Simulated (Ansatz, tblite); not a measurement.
Spin states of the cluster PbI2 (the lowest singlet isomer of a short search), each relaxed with PBE0-D4/def2-SVP in Ansatz. Electronic energies in the gas phase.

In the def2 sets I, Pb take a core potential; there is no spin–orbit coupling. The xTB rows come from tblite. LC-ωPBE has ω = 0.4 bohr⁻¹. Correlated methods freeze 12 core orbitals; core or outer-core shells of Pb, I are correlated, in sets that lack core-valence functions. HOMO above LUMO, or a gap near zero within one spin, warns that the state may not be the lowest or that an electron is smeared out. The structure comes from a short search, and lower isomers may exist.

Singlet geometry (C2v within 0.1 Å):

```tsv
atom	x (Å)	y (Å)	z (Å)
Pb1	-1.117	-0.411	-0.138
I2	1.331	-1.534	-0.998
I3	-0.214	1.945	1.136
```

Triplet geometry (C2v within 0.1 Å):

Cartesian coordinates in Å:
```
Pb -0.368 0.747 -0.288
I -1.964 -1.636 -0.384
I 2.332 0.889 0.673
```

Quintet geometry (D∞h within 0.1 Å):

```
atom    x (Å)    y (Å)    z (Å)
 Pb1   0.0006   0.0000   0.0006
  I2   2.2353  -1.9177  -1.9111
  I3  -2.2360   1.9177   1.9105
```

⟨S²⟩: triplet 2.01 at PBE0-D4/def2-TZVP (pure 2.00), quintet 6.01 at PBE0-D4/def2-TZVP (pure 6.00).

Only these spin states were relaxed. The quintet has other bonds than the singlet, so the gap mixes isomer and spin.

Question: Estimate which spin state lies lowest at each of these levels, and by how much: GFN1-xTB; GFN2-xTB; HF/def2-TZVP; PBE-D4/def2-TZVP; r2SCAN-D4/def2-TZVP; B97M-V/def2-TZVP; PBE0-D4/def2-TZVP; r2SCAN0-D4/def2-TZVP; LC-ωPBE/def2-TZVP; ωB97M-V/def2-TZVP; PBE-QIDH/def2-TZVP; RPA@PBE/def2-TZVP; MP2/def2-TZVP.

Answer: 
| level | triplet − singlet (kcal/mol) | quintet − singlet (kcal/mol) | lowest of these | remarks |
| --- | --- | --- | --- | --- |
| GFN1-xTB | 76.9 | 203.2 | singlet | – |
| GFN2-xTB | 79.0 | 193.1 | singlet | – |
| HF/def2-TZVP | 48.3 | 84.8 | singlet | – |
| PBE-D4/def2-TZVP | 55.7 | 135.1 | singlet | gap within one spin near zero (quintet) |
| r2SCAN-D4/def2-TZVP | 54.8 | 131.4 | singlet | – |
| B97M-V/def2-TZVP | 57.0 | 132.5 | singlet | – |
| PBE0-D4/def2-TZVP | 56.4 | 131.2 | singlet | – |
| r2SCAN0-D4/def2-TZVP | 54.9 | 126.0 | singlet | – |
| LC-ωPBE/def2-TZVP | 56.0 | 119.2 | singlet | – |
| ωB97M-V/def2-TZVP | 57.3 | 124.0 | singlet | – |
| PBE-QIDH/def2-TZVP | 59.2 | 129.8 | singlet | – |
| RPA@PBE/def2-TZVP | 54.4 | 113.5 | singlet | – |
| MP2/def2-TZVP | 64.1 | 131.9 | singlet | – |

Change of the quintet − singlet gap on mixing in exact exchange, in kcal/mol: PBE to PBE0 (25 % exact exchange) -3.9; r2SCAN to r2SCAN0 (25 % exact exchange) -5.4. The xTB methods have no term that favours high spin, so they put low spin too low.
